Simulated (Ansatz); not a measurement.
`CC(Cl)[SiH2]Cl` + H₂ → `ClC[SiH2]Cl` + CH₄ at 600 K and 1 bar (hydrogenolysis of a C–C bond).

Gas-phase electronic energies from Ansatz, PBE0-D4/def2-TZVP geometries. CCSD(T)/CBS adds triple-zeta CCSD(T) − MP2 to the extrapolated MP2 energy (def2 sets, frozen cores). This one scheme is used for every species. Each species was taken in one conformer, which may not be the lowest.

```csv
species,CCSD(T)/CBS energy (Eh),H − E (kJ/mol),S (J/(mol·K))
`CC(Cl)[SiH2]Cl`,-1288.40964,261.8,454.0
H₂,-1.17544,43.9,150.8
`ClC[SiH2]Cl`,-1249.14529,174.5,405.1
CH₄,-40.46206,140.4,215.7
```

H − E and S are ideal-gas, rigid-rotor, harmonic terms from PBE0-D4/def2-TZVP, for one conformer and one mirror image of each species. For small species the MP2-based limit differs from directly extrapolated CCSD(T) by up to some mEh (0.8 for H₂); such offsets cancel only in part. 1 Eh = 2625.50 kJ/mol, R = 8.31446 J/(mol·K).

Task: By hand: ΔE, ΔH, ΔS and ΔG.

Result: ΔE = (-1249.14529) + (-40.46206) − (-1288.40964) − (-1.17544) = -0.02227 Eh = -58.5 kJ/mol. Δ(H − E) = 174.5 + 140.4 − 261.8 − 43.9 = 9.2, so ΔH = -49.3 kJ/mol. ΔS = 405.1 + 215.7 − 454.0 − 150.8 = 16.0 J/(mol·K). ΔG = -49.3 − 600 × (16.0)/1000 = -58.9 kJ/mol.

Task: By hand: the equilibrium constant, and the temperature at which ΔG would vanish if ΔH and ΔS stayed fixed.

Result: log₁₀ K = −ΔG/(RT ln 10) = 5.1. ΔH and −TΔS have one sign here, so there is no such temperature.

ΔH outweighs TΔS. A doubt of 5 kJ/mol in ΔE shifts log₁₀ K by 0.4 here. Other conformers and mirror images would add mixing entropy, several J/(mol·K) or more a flexible species. These are equilibria of isolated gas molecules and say nothing of rates. Largest T1 diagnostic: 0.009 (customary marks: 0.02 for closed shells, 0.045 for open ones).
